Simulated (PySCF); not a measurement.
# SbO: frontier orbitals

PBE at R = 1.838 Å; Sb x2c-SVPall, O x2c-SVPall; spin-free X2C with a Gaussian nucleus (PySCF 2.14). State: ²Π (doublet), unpaired electrons π ↑. Only the outer orbitals are listed, counted within each symmetry.

| spin | orbital | occ. | ε (eV) | on Sb (%) | main shells (%) |
| --- | --- | --- | --- | --- | --- |
| α | 11σ | 1 | -22.29 | 14 | 83 O s |
| α | 12σ | 1 | -12.82 | 82 | 80 Sb s, 9 O s, 9 O p |
| α | 13σ | 1 | -7.75 | 35 | 62 O p, 25 Sb p, 9 Sb s |
| α | 6π | 1 | -7.64 | 31 | 69 O p, 29 Sb p |
| α | 6π | 1 | -7.59 | 30 | 70 O p, 29 Sb p |
| α | 7π | 1 | -4.21 | 74 | 71 Sb p, 26 O p |
| α | 7π | 0 | -4.19 | 73 | 71 Sb p, 27 O p |
| α | 14σ | 0 | -0.63 | 89 | 74 Sb p, 16 O p, 9 Sb d |
| α | 15σ | 0 | 3.34 | 100 | 100 Sb s |
| β | 11σ | 1 | -21.97 | 15 | 82 O s |
| β | 12σ | 1 | -12.36 | 81 | 79 Sb s, 10 O s, 10 O p |
| β | 13σ | 1 | -7.52 | 36 | 61 O p, 25 Sb p, 11 Sb s |
| β | 6π | 1 | -7.50 | 30 | 70 O p, 28 Sb p |
| β | 6π | 1 | -6.84 | 29 | 71 O p, 27 Sb p |
| β | 7π | 0 | -3.92 | 74 | 72 Sb p, 26 O p |
| β | 7π | 0 | -3.16 | 75 | 73 Sb p, 25 O p |
| β | 14σ | 0 | -0.35 | 89 | 74 Sb p, 15 O p, 9 Sb d |

**Question.** Which are the highest filled and the lowest empty level, where do they sit, and how wide is the gap?

**Answer.** Highest filled α 7π at -4.21 eV (in %: 71 Sb p, 26 O p); lowest empty α 7π at -4.19 eV (in %: 71 Sb p, 27 O p); the gap at PBE is 0.02 eV. Both belong to one degenerate shell, split only by its one-sided filling, so this is no excitation gap.

The bond order (Mayer) is 2.11. The ⟨S²⟩ is 0.752. The charge on Sb (Mulliken, basis-dependent) is 0.47 and the charge on Sb (Löwdin, basis-dependent) is 0.38. The dipole moment (positive dipole means Sb(−)O(+)) is -3.01 D and the polarisability along the bond is 38.6 bohr³. The polarisability across the bond is 25.9 bohr³.

Spin–orbit coupling is left out. The state is the lowest determinant that a PBE0 search found; another state may lie lower at other levels.
